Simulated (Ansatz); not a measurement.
Reaction (formal exchange of groups at the Si–O bond): `[SiH3][O][Sc]([Cl])[Cl]` + `CC(F)[SiH3]` → `CC(F)([SiH3])[SiH3]` + `[OH][Sc]([Cl])[Cl]`

Calculated with Ansatz (gas phase, PBE0-D4/def2-TZVP geometries, no zero-point term in ΔE). CBS: MP2 limit from def2 TZ/QZ plus the TZ coupled-cluster correction, frozen cores. Functionals use def2-TZVPP. For Sc outer-core shells are correlated without core-valence functions, which leaves a few kJ/mol of doubt a bond. Scalar relativity is left out up to krypton. Each species was taken in one conformer, which may not be the lowest.

**Question.** Is it downhill or uphill in electronic energy at CCSD(T)/CBS, and by how much? (Best estimate.)

**Answer.** Ansatz gave: Uphill: ΔE = +126.6 kJ/mol.

**Question.** What do these levels give: PBE0-D4, ωB97X-V, PBE, SCS-MP2/def2-TZVPP, HF/CBS(def2), MP2/CBS(def2)? (Best estimate.)

**Answer.** Computed: PBE0-D4 115.9, ωB97X-V 121.7, PBE 113.5, SCS-MP2/def2-TZVPP 133.3, HF/CBS(def2) 160.5, MP2/CBS(def2) 127.4 kJ/mol.

Largest T1 diagnostic among the species: 0.015.

In def2-TZVPP, CCSD(T) changes the Hartree–Fock value by −31.2 kJ/mol (the triples alone add −4.7 kJ/mol) and MP2 by −30.4 kJ/mol. From PBE to PBE0 (25 % exact exchange), in def2-TZVPP and without D4, ΔE moves by +7.0 kJ/mol.
